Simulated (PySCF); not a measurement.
Species: sum formula H$_{7}$SiN$_{2}$O$_{2}$, net charge 1, singlet state. It need not be the lowest isomer of its formula. SMILES: O[Si](N)(N)[OH2+]
Geometry from a B3LYP-D3(BJ)/def2-TZVP (Ansatz) optimisation:
```
Si
O 1 1.6129
H 2 0.9614 1 124.34
N 1 1.6635 2 114.59 3 85.55
H 4 1.0080 1 124.25 2 -170.02
H 4 1.0084 5 112.78 1 -177.08
N 1 1.6661 2 124.10 3 -60.54
H 7 1.0086 1 121.95 2 116.73
H 7 1.0087 8 112.25 1 165.51
O 1 1.8541 2 89.25 3 -162.51
H 10 0.9697 1 122.10 2 -161.28
H 10 0.9720 11 111.68 1 -146.54
```
Charge +1, spin multiplicity 1.

Dispersion corrections to the total energy (kcal/mol) from the dftd3 and dftd4 libraries through PySCF: D3(BJ) without and D4 with the three-body term, each with the damping fitted for the functional named.

| functional | D3(BJ) | D4 |
|---|---|---|
| BHLYP | [?] | -6.02 |
| HSE06 | -3.57 | -3.97 |
| r2SCAN | -1.55 | -1.25 |
| B2PLYP | -4.38 | [?] |
| B3LYP | -9.39 | [?] |
| BLYP | -11.45 | -11.36 |
| TPSSh | -6.28 | -6.26 |

Complete the blanks.


- BHLYP, D3(BJ): -7.40
- B2PLYP, D4: -3.56
- B3LYP, D4: -8.22
